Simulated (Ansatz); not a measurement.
Redistribution: SiH(CH3)(OH)(SiH3) + C2H10OSi2 → SiH(CH3)(SiH3)2 + C2H8O2Si

Species: SiH(CH3)(OH)(SiH3), singlet; C2H10OSi2 `CO[SiH](C)[SiH3]`, singlet; SiH(CH3)(SiH3)2, singlet; C2H8O2Si `CO[SiH](C)O`, singlet. The partners trade OH for SiH3; both sit on Si, so the bond types are kept.

Shapes, held fixed at every level: PBE0-D4/def2-TZVP. Flexible molecules stand in one conformer, not always the lowest. Programs: Ansatz 0.2.0. Electronic energies: no zero-point or thermal term.

(1) Estimate ΔE of this reaction.

Answers

(1) The highest level, CCSD(T)/CBS estimate, gives ΔE = -40.3 kJ/mol; the levels span -41.9 to -37.7. The column of differences is taken from that level and isn't an error. No measured value is set beside it here. The CBS estimate extrapolates MP2 from def2-TZVPP and def2-QZVPP and adds CCSD(T) − MP2 in the triple-zeta set, cores frozen.

```json
{"level": "PBE-D4/def2-TZVPP", "kind": "GGA", "ΔE (kJ/mol)": "-39.6", "less CCSD(T)/CBS estimate": "+0.7"}
{"level": "B3LYP-D4/def2-TZVPP", "kind": "global hybrid", "ΔE (kJ/mol)": "-37.7", "less CCSD(T)/CBS estimate": "+2.6"}
{"level": "PBE0-D4/def2-TZVPP", "kind": "global hybrid", "ΔE (kJ/mol)": "-41.4", "less CCSD(T)/CBS estimate": "-1.1"}
{"level": "B2PLYP/def2-TZVPP", "kind": "double hybrid", "ΔE (kJ/mol)": "-38.4", "less CCSD(T)/CBS estimate": "+1.9"}
{"level": "MP2/def2-TZVPP", "kind": "perturbation theory", "ΔE (kJ/mol)": "-41.9", "less CCSD(T)/CBS estimate": "-1.6"}
{"level": "CCSD(T)/def2-TZVPP", "kind": "coupled cluster or CI", "ΔE (kJ/mol)": "-40.9", "less CCSD(T)/CBS estimate": "-0.6"}
{"level": "CCSD(T)/CBS estimate", "kind": "coupled cluster or CI", "ΔE (kJ/mol)": "-40.3", "less CCSD(T)/CBS estimate": "0.0"}
```
